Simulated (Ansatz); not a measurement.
Species: SiHI2, charge 0, doublet. SiHI2 (SMILES I[SiH]I, doublet).
B3LYP-D3(BJ)/def2-TZVP minimum from Ansatz (a program for electronic structure):
```xyz
4

Si    -0.0195    -1.1868     0.0575
I      2.0493     0.1421     0.0026
I     -2.0435     0.2096     0.0043
H     -0.0339    -2.0245    -1.1732
```
Charge 0, spin multiplicity 2.

Total energies in def2-SVP, 19 correlated electrons, 23 frozen orbitals. Open shells are spin-unrestricted; no spin-orbit coupling. Correlated methods leave the cores frozen (noble-gas shells, and filled d and f shells in the p block). Past Kr the def2 sets carry scalar-relativistic core potentials. Spin-orbit terms, left out, reach several kcal/mol for Br and I, and more for heavier atoms.

```tsv
method	program	energy (Eh)	minus CCSDT(Q) (mEh)
HF	Ansatz	-882.76954	311.89
MP2	Ansatz	-883.04033	41.10
CCSD	Ansatz	-883.07126	10.17
CCSD(T)	Ansatz	-883.07970	1.72
CCSDT(Q)	Ansatz	-883.08143	0.00
```

Rough core times of Ansatz's runs on a shared machine: CCSD(T) under 20 s, CCSDT(Q) 2 min.
